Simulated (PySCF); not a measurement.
# Fractional electron number in Pt²⁺ (platinum, charge +2)

The 5d beta orbital of [Xe] 4f14 5d8 is emptied in steps (occupation f), with all orbitals relaxed, ending at [Xe] 4f14 5d7. Calculation: PySCF 2.14, in def2-TZVPPD with the def2 core potential (60 electrons) (6s5p3d2f1g, 59 functions); a scalar-relativistic core potential. The exact energy is a straight line in f; departures are measured from the line between the end points of the same method.

| f | PBE0 (eV) | r2SCAN (eV) | LC-wPBE (eV) |
| --- | --- | --- | --- |
| 1 | 0.000 | 0.000 | 0.000 |
| 0.75 | -0.783 | -1.035 | -0.232 |
| 0.5 | -1.046 | -1.377 | -0.310 |
| 0.25 | -0.786 | -1.029 | -0.233 |
| 0 | 0.000 | 0.000 | 0.000 |

Task: For r2SCAN, how does the orbital energy at f = 1 compare with the removal energy?

Result: −ε = 25.569 eV against a total-energy difference of 31.097 eV. By Janak's theorem ε = ∂E/∂f, so the gap between them reflects the curvature. Along the path −ε is 28.345 (f = 0.75), 31.114 (f = 0.5), 33.861 (f = 0.25) eV.

```csv
method,E(f=0) − E(f=1) (eV),−ε at f=1 (eV),−ε at f=0.5 (eV)
PBE0,31.193,27.027,31.187
r2SCAN,31.097,25.569,31.114
LC-wPBE,31.079,29.844,31.077
```

Reference removal energy between the ground levels: 29 ± 1.6 eV (theoretical estimate listed by NIST; NIST Atomic Spectra Database, ionization energies). The calculation has no spin-orbit coupling. The determinant left behind need not be the lowest term of the ion.
